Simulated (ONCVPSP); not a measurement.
# What one change does to a pseudopotential (Fe (Z = 26), ONCV)

Fe, optimised norm-conserving Vanderbilt (ONCV), made with ONCVPSP 4.0.1 (PBEsol, scalar-relativistic). Core [Ar], reference 3d6 4s2. Waves: 4s: rc 2.25 bohr, ncon 5, nbas 8, qcut 3.8 1/bohr, 2 projectors, debl 2.6 Ha; p scattering state at 0.03 Ha: rc 2.00 bohr, ncon 4, nbas 7, qcut 4.3 1/bohr, 2 projectors, debl 2.9 Ha; 3d: rc 1.15 bohr, ncon 5, nbas 10, qcut 12.9 1/bohr, 2 projectors, debl 2.6 Ha. Local part: polynomial inside 1.10 bohr (lpopt 5, dvloc0 0 Ha). Core correction: Teter function, fcfact 1.5, rcfact 1.1.

All-electron outer shells of the reference configuration (PBEsol, scalar-relativistic, ld1.x):

```json
{"shell": "3p", "level (eV)": "-59.92", "outermost node (bohr)": "0.30", "outermost maximum (bohr)": "0.72"}
{"shell": "3d", "level (eV)": "-7.53", "outermost node (bohr)": "–", "outermost maximum (bohr)": "0.71"}
{"shell": "4s", "level (eV)": "-5.31", "outermost node (bohr)": "1.00", "outermost maximum (bohr)": "2.41"}
```

Change: local potential polynomial inside 1.10 bohr (lpopt 5, dvloc0 4 Ha).

Cutoffs: the cutoffs (Ha) at which the residual kinetic energy of the hardest occupied pseudo-wave falls to 1 and 0.1 mHa per electron; they do not see the model core or the augmentation charge, which bear on the density cutoff. Errors are all-electron minus pseudo energies relative to the spin-unpolarised reference configuration.

Task: How do hardness, ghosts and transferability respond?

Result: The potential gets neither clearly harder nor softer (70 Ha and 80 Ha → 70 Ha and 80 Ha); the bound ghost in s disappears; the lowest positive-energy flag moves from p at 88.5 eV to s at 29.0 eV; the number of tests with a reliable result goes from 4 to 3; the errors of the 3 common tests hardly move; the range in which the s phases agree narrows (upper end 3.4 → 1.0). In the separable form a ghost depends on how the local part lies against the semilocal potential of the channel, so the choice of the local part can create or remove one.

```tsv
quantity	base	changed
cutoff, loose	70 Ha	70 Ha
cutoff, tight	80 Ha	80 Ha
bound ghosts	s	none
GHOST(+) flags under 300 eV	p at 88.5 eV	s at 29.0 eV, p at 106.2 eV
tests with a reliable result	4 of 4	3 of 4
error for 3d6 4s1, meV [ΔE 8.75 eV]	-7.0	-6.4
error for 3d6 4s0, meV [ΔE 24.86 eV]	+2.5	+2.7
error for 3d7 4s0, meV [ΔE 6.59 eV]	-208	-208
s: phases at 2.28 bohr within 0.05 rad from the reference energy up to (Ha; the scan ends near 5)	3.4	1.0
p: phases at 2.03 bohr within 0.05 rad from the reference energy up to (Ha; the scan ends near 5)	3.2	3.7
d: phases at 1.17 bohr within 0.05 rad from the reference energy up to (Ha; the scan ends near 5)	to the end of the scan	to the end of the scan
rms error of d²Exc/dni dnj with the model core, mHa	10.64	10.64
```

 A true bound ghost makes a file unfit for plane-wave use even where its test errors are small: the radial tests pick states by their node count and pass the ghost by.
